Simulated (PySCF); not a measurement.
**Two-component Hartree-Fock for I⁴⁺ (iodine, charge +4)**

Start: [Kr] 4d10 5s2 5p1; 5p1/2 filled at m_j = +1/2. Calculated with PySCF 2.14 in x2c-TZVPall-2c (8s9p5d2f, 74 functions): generalised Hartree-Fock with the X2C-1e Hamiltonian and a Gaussian nucleus; one run each with spin-orbit coupling (SO) switched off, then screened by Boettger's factors.

```csv
spinor shell,electrons,"ε, spin-free (eV)","ε, screened SO (eV)",weight of nominal j (screened SO),"rms radius, screened SO (bohr)"
1s1/2,2,-33380.1,-33376.2,1.000,0.0311
2s1/2,2,-5295.6,-5294.3,1.000,0.127
2p1/2,2,-4750.6,-4958.3,1.000,0.109
2p3/2,4,-4750.6,-4656.7,1.000,0.115
3s1/2,2,-1147.7,-1147.2,1.000,0.334
3p1/2,2,-966.78,-1006.9,1.000,0.327
3p3/2,4,-966.78,-948.29,1.000,0.338
3d3/2,4,-696.55,-703.44,1.000,0.311
3d5/2,6,-696.55,-691.36,1.000,0.314
4s1/2,2,-255.96,-255.69,1.000,0.786
4p1/2,2,-196.55,-204.44,1.000,0.825
4p3/2,4,-196.55,-192.65,1.000,0.854
4d3/2,4,-107.31,-108.27,1.000,0.977
4d5/2,6,-107.31,-106.30,1.000,0.986
5s1/2,2,-61.660,-61.559,0.998,1.92
5p1/2,1,-49.945,-50.998,0.998,2.13
```

| quantity | spin-free | screened SO |
| --- | --- | --- |
| E (hartree) | -7108.10876 | -7110.27692 |
| M_J | 1/2 | 1/2 |
| ⟨J²⟩ | 1.125 | 0.762 |
| ⟨L²⟩ | 2.023 | 2.041 |
| ⟨S²⟩ | 0.758 | 0.777 |

Each row is a mean over spinors that exchange with the open shell spreads, by up to 0.813 eV (4p1/2).

Breit and QED terms are absent; they matter most for the inner s and p1/2 levels.

Densities and radii are taken from the X2C orbitals without a picture-change correction, which distorts them close to the nucleus.

Without spin-orbit coupling the j labels of p, d and f shells carry no meaning; the spin-free column gives the mean over the occupied spinors of each nl shell, and its ⟨J²⟩ belongs to a mixture of degenerate components.
